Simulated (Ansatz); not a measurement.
Results of the Gaussian-basis code of Ansatz.

A structure relaxed at PBE0-D4/def2-TZVP, charge 0, multiplicity 1:

Cartesian coordinates in Å:
```
Si 1.7110 -0.6144 0.2999
Sb 0.4782 1.5589 -0.3394
Si -1.6876 0.2084 -0.7093
Cl -0.0734 2.0546 1.9213
H 2.9973 -0.2661 0.9551
H 0.8808 -1.4370 1.2150
H 1.9888 -1.3729 -0.9506
H -1.8903 -0.7675 0.3907
H -2.8370 1.1463 -0.7752
H -1.5678 -0.5104 -2.0075
```

Q: Give its formula and SMILES.

A: ClH6SbSi2, `[SiH3][Sb]([SiH3])[Cl]`.

Q: Point group (tolerance 0.08 Å, 0.16 Å for H)?

A: Cs.

Q: Summarise the bond lengths by kind.

A: 2 × Sb–Si 2.579 Å; 6 × H–Si 1.484 to 1.489 Å; 1 × Cl–Sb 2.379 Å.
